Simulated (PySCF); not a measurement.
Does the structure fit the spectrum?

A compound C7H9N gives the data below (simulated from a calculation) and was assigned the structure `Cc1cccc(N)c1`.

13C{1H} NMR (computed): δ 137.9 (C), 123.3 (C), 120.9 (C), 24.4 (CH3), 24.3 (CH3), 13.5 (CH2), 2.1 (CH).

1H NMR (600 MHz, computed): δ 2.00 (td, J = 2.9, 2.1 Hz, 3H), 1.93 (q, J = 2.5 Hz, 3H), 1.66 (m, 1H), 1.57 (m, 1H), 1.56 (m, 1H).

[PySCF: structure optimised with PBE0-D3(BJ)/def2-SVP; J: B3LYP/pcJ-1 (spin–dipole term only in couplings to heteroatoms); σ from GIAO-B3LYP/pcSseg-1; no solvent; fast rotation and ring inversion assumed for equivalent nuclei; a single conformation; no relativistic terms]

Referencing at the same level of theory: 1H (σ = 31.38 ppm), 13C (σ = 179.24 ppm) vs TMS.

**Question.** Compare with the shifts computed for the proposed structure, pairing carbons in order of shift.

**Answer.** Atom-mapped SMILES (the numbers label the heavy atoms): `[CH3:1][c:2]1[cH:3][cH:4][cH:5][c:6]([NH2:7])[cH:8]1`. Each H is labelled by its parent atom.

```json
{"atom": "C6", "computed for proposal": "153.2", "given list": "137.9", "difference": "+15.3"}
{"atom": "C2", "computed for proposal": "145.5", "given list": "123.3", "difference": "+22.2"}
{"atom": "C4", "computed for proposal": "135.4", "given list": "120.9", "difference": "+14.5"}
{"atom": "C3", "computed for proposal": "122.8", "given list": "24.4", "difference": "+98.4"}
{"atom": "C8", "computed for proposal": "117.4", "given list": "24.3", "difference": "+93.1"}
{"atom": "C5", "computed for proposal": "114.3", "given list": "13.5", "difference": "+100.8"}
{"atom": "C1", "computed for proposal": "23.7", "given list": "2.1", "difference": "+21.6"}
```

The rms difference is 65.4 ppm and the largest +100.8 ppm at C5 (aromatic CH). The carbon types in order of shift don't match either: C, C, CH, CH, CH, CH, CH3 for the proposal against C, C, C, CH3, CH3, CH2, CH in the data. The proposal doesn't fit.

**Question.** Which isomer fits?

**Answer.** SMILES C1(=C(C)C)C[C@@H]1C#N.

Carbon types of the structure: 3 × C, 1 × CH, 1 × CH2, 2 × CH3, which accounts for all hydrogens. δC 137.9, 120.9: fully substituted alkene carbon; an sp2 carbon of a C=C bond. δC 123.3: nitrile carbon; this is the usual window of a C≡N carbon, which has no attached hydrogen. δC 24.4, 24.3: allylic methyl carbon; a saturated carbon with 1 carbon neighbour and no heteroatom attached. δH 2.00, 1.93: hydrogen on an allylic methyl carbon; allylic position.

The data come from this structure; uniqueness wasn't tested.

Multiplet labels drop couplings under 1 Hz and merge nearly equal ones. Unscaled 3J(H,H) at this level run about 10 % above measured values. Shifts are as computed. Against solution values, carbons near 30 ppm lie about +2 ppm off and those near 130 ppm about +6 ppm. Of 1211 compounds with measured shifts, 218 miss one by over three times the rms of a fit or turn the order of signals round; such compounds aren't used in these exercises.
